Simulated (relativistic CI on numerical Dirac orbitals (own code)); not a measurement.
Radial parameters of Pb20+

Computed by Dirac-Coulomb-Breit CI, KLI orbitals optimised for each configuration, a model potential for QED, unscaled Slater integrals (own radial code, finite nucleus).

Slater integrals F^k, G^k are unscaled and averaged over j, outside the closed core [Kr] 4d10; ζ comes from projecting the Hamiltonian with its Breit term on Σ l·s of the shell.

- 4f14 5s 5p: G^1(5s,5p) = 163550, ζ(5p) = 167330 cm⁻¹; <r>(5s) = 0.7766, <r^2>(5s) = 0.6713, <r>(5p) = 0.8397, <r^2>(5p) = 0.7872 (bohr units).
- 4f14 5s 5d: G^2(5s,5d) = 107200, ζ(5d) = 17947 cm⁻¹; <r>(5s) = 0.7763, <r^2>(5s) = 0.6709, <r>(5d) = 0.9321, <r^2>(5d) = 0.9742 (bohr units).
- 4f13 5s2 5p: ζ(4f) = 11530, F^2(4f,5p) = 95916, G^2(4f,5p) = 32282, G^4(4f,5p) = 29272, ζ(5p) = 171430 cm⁻¹; <r>(4f) = 0.4289, <r^2>(4f) = 0.2155, <r>(5p) = 0.8351, <r^2>(5p) = 0.7786 (bohr units).

In this model ζ of a weakly bound d, f or g electron outside closed shells comes out too small, for d by up to a factor of two or three and at times with the wrong sign; that of an outer p electron is too small as well.

Averages of the first 10 configurations, taken without configuration mixing, which lowers the lowest level and can move excited configurations by several eV; other configurations of the list can lie among them:

```
Configuration  Parity  States  Average energy above the lowest level (eV)
     4f14 5s2    even       1                                         1.1
   4f14 5s 5p     odd      12                                        65.9
   4f14 5s 5d    even      20                                       155.9
  4f13 5s2 5p    even      84                                       100.8
   4f14 5s 5f     odd      28                                       246.9
   4f14 5p 5d     odd      60                                       224.1
  4f13 5s2 5d     odd     140                                       193.5
   4f14 5s 5g    even      36                                       318.0
     4f14 5p2    even      15                                       136.4
     4f13 5p3    even     280                                       242.0
```
